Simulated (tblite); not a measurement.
C4H9OSi (doublet state).
Atom-mapped SMILES: `[H]/[C:1]=[CH:2]\[Si@@H:3]([OH:4])[CH2:5][CH3:6]` (hydrogens: H7 on C1; H8 on C2; H9 on Si3; H10 on O4; H11, H12 on C5; H13, H14, H15 on C6)
Bond orders are those of one Lewis drawing.

Computed with GFN2-xTB (tblite), gas phase: L-BFGS steps from a force-field or distance-geometry start until the largest atomic force falls under 0.01 eV/Å.

Step 69: E = -513.0740 eV
```
atom  x, y, z in Å  |  force x, y, z in eV/Å
C1      2.6715   -0.5373    0.9879   -0.031   0.020   0.028
C2      1.5450    0.0580    1.1820    0.002  -0.010  -0.021
Si3     0.4021    0.7574   -0.2091   -0.020   0.015   0.000
O4      1.2402    1.0290   -1.5801    0.034   0.003   0.013
C5     -0.9299   -0.5115   -0.6922    0.013   0.019   0.002
C6     -2.1360   -0.4912    0.2416    0.018   0.003   0.000
H7      3.2516   -0.7972    0.1291    0.005   0.007  -0.019
H8      1.1531    0.1991    2.1808    0.004  -0.014   0.013
H9     -0.1527    2.0244    0.2861   -0.008  -0.012   0.001
H10     2.0354    1.5566   -1.5741   -0.029  -0.050  -0.015
H11    -0.5037   -1.5165   -0.7010   -0.007   0.017   0.004
H12    -1.2567   -0.3070   -1.7127   -0.020   0.014   0.015
H13    -1.8390   -0.7451    1.2568    0.004   0.000   0.001
H14    -2.8923   -1.2067   -0.0779    0.029  -0.009  -0.015
H15    -2.5930    0.4958    0.2607    0.007  -0.003  -0.006
```

Step 70: E = -513.0744 eV
```
atom  x, y, z in Å  |  force x, y, z in eV/Å
C1      2.6729   -0.5347    0.9936   -0.051   0.031   0.040
C2      1.5433    0.0566    1.1824    0.003  -0.013  -0.035
Si3     0.4026    0.7574   -0.2107   -0.014   0.010  -0.003
O4      1.2411    1.0244   -1.5823    0.026  -0.005   0.005
C5     -0.9321   -0.5090   -0.6947    0.012   0.026   0.013
C6     -2.1345   -0.4919    0.2444    0.009  -0.001  -0.004
H7      3.2599   -0.7903    0.1388    0.012   0.005  -0.032
H8      1.1446    0.1929    2.1790    0.004  -0.013   0.023
H9     -0.1499    2.0272    0.2804   -0.006  -0.016   0.004
H10     2.0358    1.5522   -1.5816   -0.021  -0.044  -0.008
H11    -0.5057   -1.5139   -0.7086   -0.011   0.018   0.003
H12    -1.2621   -0.3006   -1.7136   -0.020   0.013   0.026
H13    -1.8347   -0.7544    1.2571    0.003   0.016  -0.014
H14    -2.8941   -1.2033   -0.0763    0.031  -0.018  -0.021
H15    -2.5915    0.4954    0.2702    0.024  -0.009   0.003
```

**Question.** Estimate the geometry and energy of step 71. (The exact step hangs on the optimiser's Hessian estimate; all steps are aligned on step 70, rigid shifts and turns removed.)

**Answer.** E = -513.0749 eV, largest force 0.076 eV/Å
```
atom  x, y, z in Å  |  force x, y, z in eV/Å
C1      2.6740   -0.5313    1.0010   -0.057   0.034   0.037
C2      1.5410    0.0552    1.1833   -0.008  -0.008  -0.038
Si3     0.4031    0.7580   -0.2119   -0.003   0.001  -0.003
O4      1.2406    1.0182   -1.5848    0.019  -0.013  -0.011
C5     -0.9343   -0.5047   -0.6976    0.007   0.025   0.025
C6     -2.1326   -0.4928    0.2472    0.001  -0.009  -0.013
H7      3.2674   -0.7809    0.1493    0.024  -0.001  -0.044
H8      1.1356    0.1855    2.1776   -0.003  -0.009   0.034
H9     -0.1451    2.0302    0.2764   -0.009  -0.012   0.008
H10     2.0365    1.5436   -1.5925   -0.010  -0.034   0.002
H11    -0.5080   -1.5094   -0.7178   -0.010   0.013   0.002
H12    -1.2677   -0.2916   -1.7145   -0.022   0.015   0.035
H13    -1.8293   -0.7643    1.2566    0.005   0.033  -0.017
H14    -2.8945   -1.2008   -0.0743    0.026  -0.037  -0.033
H15    -2.5912    0.4934    0.2800    0.038   0.001   0.016
```

The energy changes by -0.0005 eV. The first-order estimate −F·Δx gives -0.0007 eV and the mean of the old and new forces, exact on a quadratic surface, -0.0005 eV. The step makes an angle of 82° with the force vector and moves no atom by more than 0.016 Å.

What follows is the cost of the whole relaxation. The run took 0.53 s on one thread of an Arm Neoverse V2, no GPU, on a shared host.
